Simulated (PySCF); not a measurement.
Job file and geometry (Å, from GFN2-xTB) of an NMR shielding run on `C=C(C)[C@@H]1C[SiH2][C@H]1S[SiH3]`, C6H14SSi2, GIAO PBE0/pcSseg-1 NMR shielding, non-relativistic, gas phase in PySCF; density fitting, a coarse starting grid and PySCF grid level 2 are the driver's defaults:

```
$ OMP_NUM_THREADS=1 python probes_run.py task.json out

{"job": {"kind": "nmr", "xc": "PBE0", "basis": "pcSseg-1"}, "charge": 0, "multiplicity": 1}
C     -1.929440    -0.630707    -0.435400
C     -0.864091    -0.846253     0.322755
C     -0.576323    -2.189783     0.922473
C      0.108617     0.241626     0.673988
C     -0.457714     1.357409     1.590704
Si     0.501102     2.698669     0.621255
C      0.594106     1.135469    -0.486837
S      2.209089     0.656949    -1.196532
Si     1.601173    -0.844325    -2.586748
H     -2.625350    -1.418258    -0.670726
H     -2.157971     0.337772    -0.848399
H     -1.287555    -2.936131     0.577441
H      0.431126    -2.515723     0.664721
H     -0.633327    -2.128215     2.009668
H      0.986270    -0.197766     1.154030
H     -0.239752     1.206794     2.645234
H     -1.538952     1.432558     1.485150
H     -0.245704     3.825769     0.066178
H      1.774157     3.100517     1.206512
H     -0.115180     1.149387    -1.312821
H      0.585714    -0.248902    -3.448671
H      2.828277    -1.170060    -3.290266
H      1.046974    -1.989812    -1.875426
```

Q: Write the output of this run.

A: 
```
coarse grid: 20072 points
cycle   1  E = -1213.3504195410  dE =  8.748e-01  |g| = 4.579e-01  |ddm| = 4.406e+00
cycle   2  E = -1213.3383547462  dE =  1.206e-02  |g| = 5.087e-01  |ddm| = 1.077e+00
cycle   3  E = -1213.4086693031  dE = -7.031e-02  |g| = 6.780e-02  |ddm| = 6.341e-01
cycle   4  E = -1213.4095265193  dE = -8.572e-04  |g| = 4.010e-02  |ddm| = 1.320e-01
cycle   5  E = -1213.4099344887  dE = -4.080e-04  |g| = 7.380e-03  |ddm| = 4.660e-02
cycle   6  E = -1213.4099448027  dE = -1.031e-05  |g| = 3.718e-03  |ddm| = 9.983e-03
cycle   7  E = -1213.4099481396  dE = -3.337e-06  |g| = 6.786e-04  |ddm| = 3.814e-03
final grid: 178056 points
cycle   8  E = -1213.4665661135  dE = -4.840e-05  |g| = 9.536e-03  |ddm| = 4.272e-02
cycle   9  E = -1213.4665438897  dE =  2.222e-05  |g| = 1.307e-02  |ddm| = 2.501e-02
cycle  10  E = -1213.4665891200  dE = -4.523e-05  |g| = 1.903e-03  |ddm| = 1.648e-02
cycle  11  E = -1213.4665900267  dE = -9.067e-07  |g| = 3.257e-04  |ddm| = 2.109e-03
cycle  12  E = -1213.4665900514  dE = -2.473e-08  |g| = 1.265e-04  |ddm| = 5.067e-04
cycle  13  E = -1213.4665900553  dE = -3.884e-09  |g| = 4.019e-05  |ddm| = 1.688e-04
cycle  14  E = -1213.4665900557  dE = -3.834e-10  |g| = 1.007e-05  |ddm| = 5.119e-05
converged SCF energy = -1213.4665900557

GIAO shielding tensors (ppm)
atom      isotropic    diamagn.    paramagn.     s11        s22        s33       span
  0 C       70.690     255.770    -185.080    -37.280     90.045    159.304    196.584
  1 C       18.053     261.133    -243.081   -108.071      5.027    157.201    265.271
  2 C      157.539     246.436     -88.896    134.855    151.844    185.919     51.064
  3 C      131.232     251.531    -120.299    113.744    125.667    154.285     40.541
  4 C      166.304     252.737     -86.433    140.895    158.775    199.241     58.345
  5 Si     387.070     881.878    -494.808    341.640    399.314    420.254     78.614
  6 C      147.266     254.929    -107.662    125.633    145.528    170.638     45.004
  7 S      630.842    1058.407    -427.565    399.200    588.197    905.129    505.929
  8 Si     402.062     880.092    -478.030    354.168    396.165    455.852    101.684
  9 H       26.371      31.851      -5.481     23.911     25.374     29.826      5.915
 10 H       26.423      34.717      -8.294     22.571     25.469     31.230      8.659
 11 H       29.842      29.802       0.039     25.820     28.008     35.696      9.876
 12 H       29.587      30.698      -1.111     25.743     29.568     33.451      7.708
 13 H       29.495      29.409       0.086     25.651     28.022     34.811      9.159
 14 H       29.040      36.290      -7.250     27.192     28.802     31.127      3.935
 15 H       29.779      31.213      -1.435     25.920     26.882     36.534     10.614
 16 H       30.605      32.528      -1.923     27.155     29.321     35.338      8.183
 17 H       26.894      30.030      -3.136     23.612     24.392     32.677      9.064
 18 H       27.232      30.475      -3.243     24.325     25.634     31.739      7.414
 19 H       28.990      35.741      -6.751     25.307     29.038     32.626      7.319
 20 H       27.186      29.890      -2.704     24.129     25.058     32.372      8.243
 21 H       27.288      28.840      -1.551     23.483     24.513     33.870     10.387
 22 H       27.074      30.769      -3.694     22.297     27.424     31.502      9.206
```

Q: Turn these shieldings into chemical shifts. Scale: TMS for 13C (σ = 186.93 ppm), 29Si (σ = 349.16 ppm), 1H (σ = 31.72 ppm); CS2 for 33S (σ = 503.73 ppm) (reference shieldings calculated alike).

A: Averaging equivalent atoms: C 1: 168.9; C 0: 116.2; C 3: 55.7; C 6: 39.7; C 2: 29.4; C 4: 20.6; Si 5: -37.9; Si 8: -52.9; S 7: -127; H 9: 5.35; H 10: 5.29; H 17: 4.82; H 20/21/22: 4.53; H 18: 4.48; H 19: 2.73; H 14: 2.68; H 11/12/13: 2.08; H 15: 1.94; H 16: 1.11 ppm. 

Size and cost of the density-fitted run: 244 basis functions, 2.7 min wall time on 1 thread of an Intel Xeon, shared host; peak memory 1.1 GiB.
